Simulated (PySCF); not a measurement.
GeH7NOSi.
Bonds: N1–Si2, Si2–O3, O3–Ge4. Hydrogens: H5, H6 on N1; H7, H8 on Si2; H9, H10, H11 on Ge4.

Method: PBE0-D3(BJ)/def2-SVP geometry optimisation, gas phase (PySCF); density fitting, grid level 1; the optimiser is geomeTRIC in internal coordinates, started from a GFN2-xTB structure with every atom displaced at random (about 0.01 Å).

Step 1: E = -68022.2383 eV
```
atom  x, y, z in Å  |  force x, y, z in eV/Å
N1     -1.7255    0.3354   -0.6885    0.224   0.090   0.033
Si2    -0.9966   -0.6481    0.5378    0.077  -0.018  -0.007
O3      0.6077   -0.2614    0.6539   -0.121   0.022   0.035
Ge4     1.9983    0.2800   -0.3053    0.071  -0.050  -0.105
H5     -1.5178    1.3293   -0.6649   -0.058   0.024   0.047
H6     -2.7016    0.1990   -0.9202   -0.083  -0.087  -0.099
H7     -1.5732   -0.4692    1.9100    0.090  -0.001   0.000
H8     -1.1911   -2.0764    0.1382   -0.043   0.018  -0.006
H9      1.9423   -0.3458   -1.7295    0.017   0.098   0.263
H10     3.2469   -0.1975    0.4813   -0.187   0.097  -0.164
H11     1.9468    1.8287   -0.3899    0.013  -0.193   0.003
```

Step 2: E = -68022.2588 eV
```
atom  x, y, z in Å  |  force x, y, z in eV/Å
N1     -1.6964    0.3565   -0.6805    0.041   0.057   0.027
Si2    -0.9936   -0.6508    0.5415    0.027  -0.022  -0.054
O3      0.6043   -0.2612    0.6740   -0.009   0.000   0.141
Ge4     1.9810    0.2740   -0.3033   -0.028  -0.019  -0.090
H5     -1.5121    1.3537   -0.6188   -0.065   0.009   0.042
H6     -2.6604    0.2042   -0.9600    0.043  -0.052  -0.072
H7     -1.5688   -0.4983    1.9154    0.042   0.011   0.007
H8     -1.1872   -2.0698    0.1114   -0.058   0.009  -0.012
H9      1.9238   -0.3848   -1.6945    0.006  -0.009   0.014
H10     3.2372   -0.1568    0.4684    0.000   0.009  -0.003
H11     1.9088    1.8071   -0.4307    0.001   0.007   0.001
```

Step 3: E = -68022.2825 eV
```
atom  x, y, z in Å  |  force x, y, z in eV/Å
N1     -1.6478    0.4060   -0.6529   -0.097   0.038   0.040
Si2    -0.9828   -0.6512    0.5480   -0.082  -0.031  -0.133
O3      0.6052   -0.2556    0.7219    0.150  -0.036   0.255
Ge4     1.9533    0.2584   -0.3045   -0.120   0.049  -0.075
H5     -1.5386    1.4051   -0.5034   -0.060  -0.003   0.015
H6     -2.5673    0.2145   -1.0421    0.114  -0.025  -0.028
H7     -1.5695   -0.5620    1.9200    0.001   0.031   0.012
H8     -1.1797   -2.0447    0.0431   -0.044  -0.001  -0.013
H9      1.9026   -0.4939   -1.6329   -0.006  -0.116  -0.192
H10     3.2298   -0.0707    0.4608    0.156  -0.049   0.137
H11     1.8314    1.7680   -0.5351   -0.011   0.143  -0.018
```

Step 4: E = -68022.3073 eV
```
atom  x, y, z in Å  |  force x, y, z in eV/Å
N1     -1.5827    0.4935   -0.5922   -0.228   0.014   0.059
Si2    -0.9583   -0.6434    0.5565   -0.212  -0.023  -0.205
O3      0.6147   -0.2389    0.8110    0.309  -0.092   0.301
Ge4     1.9087    0.2276   -0.3095   -0.129   0.132  -0.041
H5     -1.6386    1.4689   -0.3126   -0.020  -0.015  -0.049
H6     -2.3812    0.2505   -1.1737    0.131  -0.002   0.058
H7     -1.5719   -0.6660    1.9164   -0.059   0.060   0.007
H8     -1.1483   -1.9841   -0.0781    0.016  -0.014  -0.005
H9      1.8738   -0.6848   -1.5272   -0.021  -0.198  -0.270
H10     3.2169    0.0638    0.4453    0.236  -0.054   0.203
H11     1.7032    1.6867   -0.7130   -0.022   0.193  -0.058
```

Problem. Estimate the geometry and energy of step 5. (The exact step hangs on the optimiser's Hessian estimate; all steps are aligned on step 4, rigid shifts and turns removed.)

Solution. E = -68022.3225 eV, largest force 0.279 eV/Å
```
atom  x, y, z in Å  |  force x, y, z in eV/Å
N1     -1.5816    0.5114   -0.5752   -0.152   0.016   0.086
Si2    -0.9483   -0.6343    0.5593   -0.162  -0.008  -0.157
O3      0.6269   -0.2354    0.8405    0.210  -0.069   0.171
Ge4     1.9035    0.2222   -0.3105   -0.058   0.074  -0.021
H5     -1.6964    1.4767   -0.2804   -0.003  -0.013  -0.045
H6     -2.3324    0.2448   -1.2053    0.084  -0.014   0.033
H7     -1.5789   -0.6749    1.9111   -0.041   0.054   0.002
H8     -1.1271   -1.9640   -0.1022    0.029  -0.010   0.003
H9      1.8523   -0.7179   -1.5170   -0.018  -0.104  -0.152
H10     3.2241    0.0665    0.4396    0.127  -0.031   0.113
H11     1.6942    1.6789   -0.7372   -0.016   0.106  -0.034
```

The energy changes by -0.0153 eV. The first-order estimate −F·Δx gives -0.0193 eV and the mean of the old and new forces, exact on a quadratic surface, -0.0152 eV. The step makes an angle of 78° with the force vector and moves no atom by more than 0.067 Å.

The cost below is that of the whole optimisation. Time: 83 s; peak memory 0.48 GiB. Hardware: an Arm Neoverse V1 with one thread, no GPU (shared host).
